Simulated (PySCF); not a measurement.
Two species compared at the same levels of theory.

First species: C6H11N.
Geometry (GFN2-xTB, Å), atoms numbered from 1 in this order:
```xyz
18
C6H11N angstrom
C      3.104   -0.348   -0.738
C      1.862    0.198   -0.231
C      0.860    0.690    0.207
C     -0.425    1.186    0.688
N     -1.561    0.334    0.362
C     -1.774    0.229   -1.066
C     -1.465   -0.970    0.983
H      2.963   -1.393   -1.018
H      3.429    0.211   -1.615
H      3.878   -0.291    0.028
H     -0.612    2.175    0.257
H     -0.385    1.289    1.778
H     -1.883    1.229   -1.486
H     -2.695   -0.324   -1.244
H     -0.949   -0.282   -1.586
H     -1.350   -0.846    2.059
H     -2.387   -1.518    0.793
H     -0.618   -1.563    0.605
```

Second species: chloroacetonitrile, C₂H₂ClN.
Cartesian coordinates in Å at the GFN2-xTB level; atoms count from 1:
```xyz
6
C2H2ClN angstrom
N      2.1253    0.2452   -0.0435
C      1.0014    0.0433   -0.0219
C     -0.4165   -0.1935    0.0039
Cl    -1.2817    1.3853    0.0252
H     -0.6963   -0.7422    0.9048
H     -0.7291   -0.7361   -0.8900
```

Levels: PBE0/pcSseg-1 for dipole moment, HOMO energy, LUMO energy and HOMO–LUMO gap; GFN2-xTB for rotational constant A and rotational constant C. Geometries: GFN2-xTB. All species are isolated and taken at one optimised geometry, non-relativistic unless stated; the electronic structure was computed with PySCF and density fitting.

The conformers computed, where there is a choice (atom-mapped SMILES and torsion angles):
- `[CH3:1][C:2]#[C:3][CH2:4][N:5]([CH3:6])[CH3:7]`: C3–C4–N5–C6 -63°

```
             property    column X   column Y
        dipole moment      3.32 D     1.15 D
          HOMO energy    -9.32 eV   -6.21 eV
          LUMO energy    -1.07 eV    1.26 eV
        HOMO–LUMO gap     8.25 eV    7.47 eV
rotational constant A  23.841 GHz  4.894 GHz
rotational constant C   2.926 GHz  1.325 GHz
```

Problem. Which column belongs to which species?

Solution. Column X is the second species and column Y the first. The first has 18 atoms and 54 electrons, the second 6 and 38.

Problem. How does each property change from the first species to the second?

Solution. dipole moment +2.17 D; HOMO energy -3.11 eV; LUMO energy -2.33 eV; HOMO–LUMO gap +0.78 eV; rotational constant A +18.947 GHz; rotational constant C +1.601 GHz.

On the first: The dipole matches unit charges of opposite sign 0.24 Å apart (1 e·Å = 4.8032 D).

On the second: The dipole equals about 11.1 × 10⁻³⁰ C·m (1 D = 3.33564 × 10⁻³⁰ C·m).
